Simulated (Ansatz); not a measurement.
`CSC` + `[AlH3]` → `C[S+](C)[AlH3-]`  (adduct formation)

Computed with Ansatz on PBE0-D4/def2-TZVP structures; ΔE is electronic, products minus reactants. CBS: MP2 limit from def2 TZ/QZ plus the TZ coupled-cluster correction, frozen cores. This one scheme is used for every species. DFT in def2-TZVPP. B3LYP here is the variant with VWN-RPA as its local correlation; programs differ in this.

```csv
level,ΔE (kJ/mol)
PBE,-93.1
revPBE,-76.1
B3LYP,-76.0
HF/def2-SVP,-67.0
```

(1) What does CCSD(T)/CBS give? (Estimate.)

Largest T1 diagnostic among the species: 0.010.

## Answers

(1) Ansatz gave: -95.7 kJ/mol. The listed levels differ from it by 2.6, 19.6, 19.7, 28.7 kJ/mol.

At CCSD(T), def2-SVP lies +4.9 kJ/mol from the extrapolated value and def2-TZVPP +2.9 kJ/mol. The D4 term adds −17.9 kJ/mol with B3LYP and −9.8 kJ/mol with PBE0; it sums over pairs of atoms, weighted by their polarisabilities, and B3LYP, whose exchange is more repulsive, gets the larger term.
